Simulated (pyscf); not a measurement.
Single points on ωB97X-D3(BJ)/def2-SVPD structures (PySCF, gas phase). Correlated levels are frozen-core, on RHF or UHF. ΔMP2 is the change of the MP2 total energy from the triple- to the quadruple-zeta basis.

Q: For the elementary gas-phase step H₂C=CH–CH₂⁻ → HC⁻=CH–CH₃ (singlet surface; C–H broken, C–H formed), what barrier and reaction energy does CCSD(T)/def2-TZVPPD + ΔMP2(QZVPPD) give, measured from the reactant's lowest minimum found?

A: ΔE‡ = 2.49 eV, ΔE = +0.65 eV. Zero-point energy shifts the barrier by -0.14 eV. It is a hydrogen shift, with an imaginary mode of 1801i cm⁻¹. On the reactant side the descent ends in another minimum, of other shape or electronic state, 0.92 eV over the lowest minimum found and 1.71 eV under the saddle at ωB97X-D3(BJ). At ωB97X-D3(BJ) the barrier from the zero used here is 2.63 eV. One saddle was located; it need not be the lowest between these sides. The CCSD(T) − MP2 part came from Ansatz, without density fitting, on the same reference.
